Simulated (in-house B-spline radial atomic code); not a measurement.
Configurations of neutral lanthanum, with energies counted from [Xe] (5d3/2)1 6s2. All numbers are computed (Dirac-Hartree-Fock, average of each configuration as written; Fermi nucleus of rms radius 4.855 fm) with a radial B-spline atomic code at the basis-set limit, not measured. Energies include first-order Breit, QED and recoil terms.

Occupations are held fixed; configurations that lie above the ionisation limit could autoionise.

```json
{"configuration": "[Xe] 6s2 9s1", "E - E(ref) (eV)": "5.0708", "highest orbital": "9s1/2", "its <r> (bohr)": "33.43"}
{"configuration": "[Kr] 4d10 5s2 (5p1/2)2 (5p3/2)3 (5d5/2)1 6s2 (6f5/2)1", "E - E(ref) (eV)": "25.662", "highest orbital": "6f5/2", "its <r> (bohr)": "31.35"}
{"configuration": "[Kr] (4d3/2)4 (4d5/2)5 5s2 5p6 (5d3/2)1 6s2 7s1", "E - E(ref) (eV)": "110.14", "highest orbital": "7s1/2", "its <r> (bohr)": "10.8"}
{"configuration": "[Kr] (4d3/2)3 (4d5/2)6 5s2 5p6 (5d5/2)1 6s2 (7p3/2)1", "E - E(ref) (eV)": "113.86", "highest orbital": "7p3/2", "its <r> (bohr)": "13.98"}
```

**Question.** Order these further configurations by energy, lowest first.
A. [Xe] (5d5/2)1 6s2
B. [Kr] 4d10 (4f7/2)1 5s2 (5p1/2)2 (5p3/2)3 (5d3/2)1 6s2
C. [Xe] (5d5/2)1 6s1 (8p1/2)1
D. [Kr] (4d3/2)3 (4d5/2)6 5s2 5p6 (5d5/2)1 6s2 (6f7/2)1
E. [Xe] 6s2 7s1

**Answer.** A (0.12546 eV), E (3.7586 eV), C (4.0549 eV), B (20.542 eV), D (114.73 eV).
